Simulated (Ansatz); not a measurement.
Question: Name a neutral molecule of B, Ga, O and H with HOMO energy (PBE0/def2-TZVPP) between -7.85 and -7.55 eV and HOMO energy (ωB97M-V/def2-TZVPP) between -10.20 and -9.90 eV (Ansatz, PBE0-D4/def2-TZVP geometry).

Answer: `B[O][GaH2]` (-7.67 eV, -9.99 eV). Other molecules can fit too; these were computed, each in one conformer that needn't be the lowest.
